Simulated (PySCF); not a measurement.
**Ionisation energy of Sb²⁺ by level of theory**

Sb²⁺ [Kr] 4d10 5s2 5p1 (2P) → Sb³⁺ [Kr] 4d10 5s2 (1S), as a difference of total energies. Computed with PySCF 2.14 in def2-SVP with the def2 core potential (28 electrons) (4s4p2d, 26 functions), with scalar relativity through the core potential. Correlated levels: valence: 4s2 4p6 4d10 frozen. The calculations carry no spin-orbit coupling.

```
           method  ionisation energy (eV)
              UHF                  24.113
           r2SCAN                  24.900
             PBE0                  24.758
   CCSD (valence)                  24.317
CCSD(T) (valence)                  24.325
```

Problem. Estimate what MP2 (valence) gives.

Solution. 24.244 eV, closest to CCSD (valence) among the rows shown.

Problem. Estimate what SCS-MP2 (valence) gives.

Solution. 24.227 eV, closest to CCSD (valence) among the rows shown.

The reference lies between the lowest fine-structure levels, while these numbers refer to the centres of the terms.

Errors of the correlated levels include the incompleteness of this basis and the frozen core.

For comparison: 25.323 eV (measured; NIST Atomic Spectra Database, ionization energies).
